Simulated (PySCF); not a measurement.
Species: C7H7O3S (charge -1).
Bonds: O1–S2 (double), S2–O3 (double), S2–O4, S2–C5, C5–C6 (double), C6–C7, C7–C8 (double), C8–C9, C9–C10, C10–C11, C5–C9, C9–C11. Hydrogens: H12 on C6; H13 on C7; H14 on C8; H15, H16 on C10; H17, H18 on C11.

Method: PBE0-D3(BJ)/def2-SVP geometry optimisation, gas phase in PySCF 2.14.0.

(1) List the bond lengths, angles and torsions at this level.

## Answers

(1) 
```
            bond  length (Å)          order
    O1=S2, S2–O4       1.483  double/single
           S2=O3       1.473         double
           S2–C5       1.784         single
           C5=C6       1.356         double
           C6–C7       1.458         single
           C7=C8       1.358         double
           C8–C9       1.473         single
  C9–C10, C9–C11       1.526         single
         C10–C11       1.478         single
           C5–C9       1.477         single
          C6–H12       1.090         single
          C7–H13       1.093         single
          C8–H14       1.092         single
C10–H15, C11–H18       1.094         single
C10–H16, C11–H17       1.095         single
```

Bonds in one row agree within 0.01 Å and their mean is given. Orders are formal, as drawn. A selection of angles:
```
      angle  degrees
   O1–S2–O3    114.6
   O1–S2–O4    113.2
   O1–S2–C5    103.8
   O3–S2–C5    105.1
   S2–C5–C6    127.0
   S2–C5–C9    124.6
   C6–C5–C9    108.4
   C5–C6–C7    108.8
  C5–C6–H12    124.0
  C7–C6–H12    127.2
   C6–C7–C8    109.4
  C6–C7–H13    124.9
  C8–C7–H13    125.8
   C7–C8–C9    108.1
  C7–C8–H14    127.6
  C9–C8–H14    124.4
  C8–C9–C10    123.6
 C10–C9–C11     57.9
   C5–C9–C8    105.4
  C5–C9–C10    120.8
 C9–C10–C11     61.1
 C9–C10–H15    116.1
 C9–C10–H16    112.9
C11–C10–H15    119.2
C11–C10–H16    117.5
H15–C10–H16    117.4
```

Torsions: O1–S2–C5–C6 -120° (anticlinal); S2–C5–C6–C7 180° (antiperiplanar); C5–C6–C7–C8 0° (synperiplanar); C6–C7–C8–C9 0° (synperiplanar); C7–C8–C9–C10 145° (anticlinal); C8–C9–C10–C11 111° (anticlinal); S2–C5–C9–C8 180° (antiperiplanar); C8–C9–C11–C10 -112° (anticlinal).

The C–C distances run from 1.356 Å (C5=C6, drawn double) to 1.526 Å (C9–C11, drawn single), a spread of 0.170 Å. The 5-membered ring C5–C6–C7–C8–C9 has internal angles of 105.4° to 109.4° (sum 540°, against 540° for a flat polygon); it is planar, 0.00 Å rms from its mean plane, widest ring torsion 0°. C5 (fully substituted alkene carbon) is planar (angles 127.0°, 124.6° and 108.4°, sum 360.0°, 0.00 Å off the plane of its three neighbours). Of the pairs four or more bonds apart, O4···H16 is among the closest relative to their van der Waals radii: 2.24 Å, 82 % of the sum of Bondi's values. The 3-membered ring C9–C10–C11 has internal angles of 57.9° to 61.1°. C7 (alkene CH carbon) is planar (angles 125.8°, 124.9° and 109.4°, sum 360.0°, 0.00 Å off the plane of its three neighbours). C6 (alkene CH carbon) is planar (angles 127.2°, 124.0° and 108.8°, sum 360.0°, 0.00 Å off the plane of its three neighbours).

Point group: Cs (every atom within 0.08 Å of its image). Not checked by PBE0-D3(BJ)/def2-SVP frequencies. The geometry's basis has no diffuse functions, a weakness for an anion.
